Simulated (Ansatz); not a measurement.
Mulliken charges of `C[O][Zn]` radical from PBE/def2-TZVPP in Ansatz (PBE0-D4/def2-TZVP geometry).

```
atom   x (Å)   y (Å)   z (Å)  charge (e)
  C1   0.394  -0.135   0.283      -0.086
  O2  -0.791   0.565   0.044      -0.429
 Zn3  -1.774   0.488  -1.496       0.260
  H4   0.266  -1.226   0.243       0.082
  H5   1.202   0.132  -0.414       0.082
  H6   0.745   0.112   1.293       0.091
```

**Question.** By hand: the dipole of these point charges (1 e Å = 4.8032 D).

**Answer.** Σ q r = (0.032, -0.183, -0.329) e Å, of length 0.378 e Å = 1.82 D.

**Question.** How does the dipole of the full density compare? (An estimate is asked.)

**Answer.** Ansatz gave: (0.013, -0.114, -0.213) e Å, 1.16 D; the point charges give 1.57 times that, at 2° from its direction.

Point charges leave out the atoms' own dipoles, such as those of lone pairs, and Mulliken's split depends on the basis, so the two needn't agree.
